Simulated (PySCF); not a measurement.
# How methods differ on the excitation energy of Si

Si [Ne] 3s2 3p2 (3P) → Si [Ne] 3s1 3p3 (5S), as a difference of total energies. All numbers are calculated (PySCF 2.14, no relativity, point nucleus, in def2-QZVPPD (10s6p5d2f1g, 76 functions)). Correlated levels: valence: [Ne] frozen. The calculations carry no spin-orbit coupling.

```tsv
method	excitation energy (eV)
UHF	2.603
MP2 (valence)	3.628
SCS-MP2 (valence)	4.123
CCSD (valence)	3.852
CCSD(T) (valence)	3.913
```

Task: How much does correlation contribute at CCSD(T) (valence)?

Result: 3.913 − (2.603) = 1.310 eV, measured against UHF.

A first-order spin-orbit estimate (lowest level to lowest level, LS coupling) adds 0.016 eV.
